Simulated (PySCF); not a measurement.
Spinor energies of Pb (lead, neutral)

Start: [Xe] 4f14 5d10 6s2 6p2; 6p1/2 filled at m_j = -1/2, +1/2. Calculated with PySCF 2.14 in x2c-QZVPPall-2c: generalised Hartree-Fock with the X2C-1e Hamiltonian and a Gaussian nucleus; one run each with spin-orbit coupling (SO) switched off, then screened by Boettger's factors.

```tsv
spinor shell	electrons	ε, spin-free (eV)	ε, screened SO (eV)	weight of nominal j (screened SO)	rms radius, screened SO (bohr)
1s1/2	2	-88509.9	-88470.4	1.000	0.0181
2s1/2	2	-15990.5	-15977.6	1.000	0.0730
2p1/2	2	-13735.8	-15320.6	1.000	0.0617
3s1/2	2	-3911.5	-3906.8	1.000	0.186
3p1/2	2	-3255.0	-3611.2	1.000	0.178
3p3/2	4	-3255.0	-3114.2	1.000	0.195
3d3/2	4	-2572.5	-2633.4	1.000	0.170
3d5/2	6	-2572.5	-2527.8	1.000	0.175
4s1/2	2	-924.96	-922.94	1.000	0.408
4p1/2	2	-706.11	-793.80	1.000	0.412
4p3/2	4	-706.11	-670.35	1.000	0.446
4d3/2	4	-446.75	-459.69	1.000	0.455
4d5/2	6	-446.75	-435.99	1.000	0.466
5s1/2	2	-167.19	-166.08	1.000	0.915
4f5/2	6	-158.97	-160.67	1.000	0.491
4f7/2	8	-158.97	-155.38	1.000	0.497
5p1/2	2	-104.10	-120.00	1.000	0.981
5p3/2	4	-104.10	-96.654	1.000	1.08
5d3/2	4	-29.298	-30.229	1.000	1.37
5d5/2	6	-29.298	-27.187	1.000	1.41
6s1/2	2	-15.342	-14.879	1.000	2.57
6p1/2	2	-6.883	-6.909	1.000	3.38
```

Q: Where does 2p3/2 lie, and what is the 2p spin-orbit splitting (screened SO)?

A: At -13125.3 eV, 2195.3 eV above 2p1/2.

| quantity | spin-free | screened SO |
| --- | --- | --- |
| E (hartree) | -20865.84609 | -20903.97605 |
| M_J | 0 | 0 |
| ⟨J²⟩ | 2.012 | 0.000 |
| ⟨L²⟩ | 2.006 | 1.521 |
| ⟨S²⟩ | 2.006 | 1.521 |

Breit and QED terms are absent; they matter most for the inner s and p1/2 levels.

Densities and radii are taken from the X2C orbitals without a picture-change correction, which distorts them close to the nucleus.

Without spin-orbit coupling the j labels of p, d and f shells carry no meaning; the spin-free column gives the mean over the occupied spinors of each nl shell.
